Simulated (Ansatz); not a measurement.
H$_{7}$NO$_{2}$Si$_{2}$, SMILES `N[SiH](O)[SiH2]O` at its PBE0-D4/def2-TZVP geometry, where that method's forces vanish. The species carries charge 0 and has multiplicity 1.

```xyz
12

N     1.8600   -0.4105    0.6825
Si    0.2462    0.1424    0.7389
O    -0.9287   -0.9796    1.1131
Si   -0.5463    0.7391   -1.3862
O    -2.0966    0.1730   -1.4950
H     2.2094   -1.0080   -0.0474
H     2.4825   -0.3640    1.4709
H     0.2560    1.1906    1.7979
H    -0.9318   -1.3671    1.9901
H    -0.5506    2.2071   -1.6252
H     0.3184    0.1293   -2.4406
H    -2.3185   -0.4523   -0.7989
```

(1) What forces (eV/Å) does PBE-D4/def2-TZVPP give on these atoms in Ansatz 0.2.0? (An estimate is asked.)

Results:

(1) Ansatz gave: 
```
N1   0.025  0.094 -0.040
Si2  0.013  0.301 -0.096
O3  -0.367 -0.153 -0.323
Si4  0.343  0.077  0.103
O5  -0.404  0.114 -0.369
H6   0.136 -0.204 -0.248
H7   0.232  0.006  0.267
H8   0.023  0.129  0.116
H9  -0.014 -0.188  0.421
H10  0.003  0.164 -0.029
H11  0.108 -0.059 -0.123
H12 -0.100 -0.281  0.321
```
